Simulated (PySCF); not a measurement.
Species: C2H8Ge2S.
Atom-mapped SMILES: `[CH3:1][C:2](=[S:3])[GeH2:4][GeH3:5]` (hydrogens: H6, H7, H8 on C1; H9, H10 on Ge4; H11, H12, H13 on Ge5)

Method used: PBE0-D3(BJ)/def2-SVP geometry optimisation, gas phase (PySCF).

Q: What internal coordinates does the optimisation give?

A: 
```csv
bond,length (pm),order
C1–C2,149.2,single
C2=S3,162.5,double
C2–Ge4,197.6,single
Ge4–Ge5,242.3,single
"C1–H6, C1–H7, C1–H8",110.3,single
Ge4–H9,153.5,single
Ge4–H10,154.6,single
"Ge5–H11, Ge5–H12, Ge5–H13",153.9,single
```

Bonds in one row agree within 1 pm and their mean is given. Orders are formal, as drawn. A selection of angles:
```csv
angle,degrees
C2–C1–H6,110.4
C2–C1–H8,111.6
H6–C1–H7,105.9
H6–C1–H8,109.7
C1–C2–S3,123.7
C1–C2–Ge4,118.1
S3–C2–Ge4,118.2
C2–Ge4–Ge5,105.6
C2–Ge4–H9,108.8
C2–Ge4–H10,110.5
Ge5–Ge4–H9,111.8
Ge5–Ge4–H10,110.3
H9–Ge4–H10,109.7
Ge4–Ge5–H11,111.5
Ge4–Ge5–H12,109.1
H11–Ge5–H12,108.6
```

Dihedral angles: C1–C2–Ge4–Ge5 -97° (anticlinal). The mirror-image conformer, all signs reversed, is as good.

Ge5 (germanium bonded to Ge and 3 H) is tetrahedral (angles from 108.6° to 111.5°). Ge4 (germanium bonded to C, Ge and 2 H) is distorted tetrahedral (angles from 105.6° to 111.8°).

Point group: C1 (no symmetry element, even within 0.4 Å). Not checked by PBE0-D3(BJ)/def2-SVP frequencies. One conformer, not necessarily the lowest.
